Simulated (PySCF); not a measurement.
Species: C₇H₉NSi.
Atom-mapped SMILES: `[cH:1]1[cH:2][c:3]([SiH:4]2[CH2:5][CH2:6]2)[cH:7][cH:8][n:9]1` (hydrogens: H10 on C1; H11 on C2; H12 on Si4; H13, H14 on C5; H15, H16 on C6; H17 on C7; H18 on C8)

Cartesian coordinates in Å at the PBE0-D3(BJ)/def2-SVP level; atoms count from 1:
```
atom  x, y, z in Å
C1    -2.623   -1.506   -0.840
C2    -1.256   -1.784   -0.796
C3    -0.356   -0.755   -0.490
Si4    1.482   -1.062   -0.413
C5     2.651    0.349   -0.732
C6     2.524   -0.049    0.748
C7    -0.906    0.511   -0.244
C8    -2.287    0.681   -0.314
N9    -3.136   -0.302   -0.606
H10   -3.337   -2.303   -1.078
H11   -0.906   -2.800   -0.999
H12    1.880   -2.452   -0.747
H13    3.613    0.155   -1.219
H14    2.228    1.319   -1.019
H15    3.405   -0.507    1.213
H16    2.027    0.666    1.413
H17   -0.271    1.367    0.001
H18   -2.728    1.667   -0.124
```

Computed with PySCF at PBE0/pcSseg-1, non-relativistic, on one gas-phase PBE0-D3(BJ)/def2-SVP geometry that isn't relaxed in the solvent. The solvent is an IEF-PCM continuum (Bondi radii, 1.10 Å for H, scaled by 1.2). Specific hydrogen bonds and non-electrostatic terms are outside this model.

```json
{"run": "gas", "E − E(gas) (kcal/mol)": "0.00", "HOMO (eV)": "-6.85", "HOMO–LUMO gap (eV)": "5.52", "dipole (D)": "1.95"}
{"run": "P", "E − E(gas) (kcal/mol)": "-5.29", "HOMO (eV)": "-6.72", "HOMO–LUMO gap (eV)": "5.39", "dipole (D)": "2.72"}
{"run": "Q", "E − E(gas) (kcal/mol)": "-2.29", "HOMO (eV)": "-6.78", "HOMO–LUMO gap (eV)": "5.47", "dipole (D)": "2.28"}
```

The runs were made in benzene and methanol. Which run belongs to which solvent?

P = methanol, Q = benzene. The dielectric constants are 2.271 (benzene), 32.61 (methanol), and the energy falls further as ε rises. In this model the ground state sees the solvent through ε alone.

How constant is the ratio of the lowering to (ε − 1)/(2ε + 1)?

```csv
solvent,(ε − 1)/(2ε + 1),E − E(gas) (kcal/mol),ratio (kcal/mol),polarisation term (kcal/mol)
benzene,0.229,-2.29,-10.0,-2.45
methanol,0.477,-5.29,-11.1,-6.15
```

The ratio changes by +10.8 % in size from benzene to methanol. The polarisation term is half the interaction of the solute with the induced surface charges.
